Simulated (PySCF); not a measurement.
**Fractional electron number in Zn²⁺ (zinc, charge +2)**

The 3d beta orbital of [Ar] 3d10 is emptied in steps (occupation f), with all orbitals relaxed, ending at [Ar] 3d9. All numbers are calculated (PySCF 2.14, no relativity, point nucleus, in def2-SVP). The exact energy is a straight line in f; departures are measured from the line between the end points of the same method.

```
  f  UHF (eV)  LDA (eV)  PBE (eV)  PBE0 (eV)  r2SCAN (eV)  LC-wPBE (eV)  BHandHLYP (eV)  wB97X (eV)  HSE06 (eV)  B3LYP (eV)
  1     0.000     0.000     0.000      0.000        0.000         0.000           0.000       0.000       0.000       0.000
0.8     0.625    -1.641    -1.601     -1.048       -1.480        -0.713          -0.495      -0.649      -1.115      -1.159
0.6     0.911    -2.477    -2.414     -1.580       -2.222        -1.082          -0.751      -0.981      -1.681      -1.747
0.4     0.885    -2.493    -2.427     -1.588       -2.224        -1.093          -0.760      -0.989      -1.689      -1.756
0.2     0.574    -1.673    -1.626     -1.064       -1.483        -0.735          -0.513      -0.665      -1.131      -1.177
  0     0.000     0.000     0.000      0.000        0.000         0.000           0.000       0.000       0.000       0.000
```

```tsv
method	E(f=0) − E(f=1) (eV)	−ε at f=1 (eV)	−ε at f=0.4 (eV)
UHF	37.602	41.623	36.739
LDA	41.184	30.990	43.182
PBE	40.535	30.581	42.495
PBE0	40.139	33.619	41.424
r2SCAN	40.135	30.906	41.981
LC-wPBE	40.386	35.962	41.243
BHandHLYP	39.698	36.644	40.286
wB97X	40.022	35.997	40.803
HSE06	40.119	33.178	41.486
B3LYP	40.394	33.185	41.813
```

Orbital energy along the path (eV):

```json
{"f": "1", "UHF": "-41.623", "LDA": "-30.990", "PBE": "-30.581", "PBE0": "-33.619", "r2SCAN": "-30.906", "LC-wPBE": "-35.962", "BHandHLYP": "-36.644", "wB97X": "-35.997", "HSE06": "-33.178", "B3LYP": "-33.185"}
{"f": "0.8", "UHF": "-39.856", "LDA": "-34.978", "PBE": "-34.489", "PBE0": "-36.182", "r2SCAN": "-34.575", "LC-wPBE": "-37.669", "BHandHLYP": "-37.813", "wB97X": "-37.563", "HSE06": "-35.907", "B3LYP": "-36.019"}
{"f": "0.6", "UHF": "-38.231", "LDA": "-39.041", "PBE": "-38.461", "PBE0": "-38.784", "r2SCAN": "-38.272", "LC-wPBE": "-39.429", "BHandHLYP": "-39.027", "wB97X": "-39.164", "HSE06": "-38.677", "B3LYP": "-38.895"}
{"f": "0.4", "UHF": "-36.739", "LDA": "-43.182", "PBE": "-42.495", "PBE0": "-41.424", "r2SCAN": "-41.981", "LC-wPBE": "-41.243", "BHandHLYP": "-40.286", "wB97X": "-40.803", "HSE06": "-41.486", "B3LYP": "-41.813"}
{"f": "0.2", "UHF": "-35.370", "LDA": "-47.404", "PBE": "-46.592", "PBE0": "-44.102", "r2SCAN": "-45.696", "LC-wPBE": "-43.109", "BHandHLYP": "-41.590", "wB97X": "-42.487", "HSE06": "-44.335", "B3LYP": "-44.777"}
{"f": "0", "UHF": "-34.116", "LDA": "-51.709", "PBE": "-50.749", "PBE0": "-46.818", "r2SCAN": "-49.407", "LC-wPBE": "-45.025", "BHandHLYP": "-42.944", "wB97X": "-44.217", "HSE06": "-47.220", "B3LYP": "-47.787"}
```

Reference removal energy between the ground levels: 39.723 eV (measured; NIST Atomic Spectra Database, ionization energies). The calculation has no spin-orbit coupling. UHF lacks correlation.
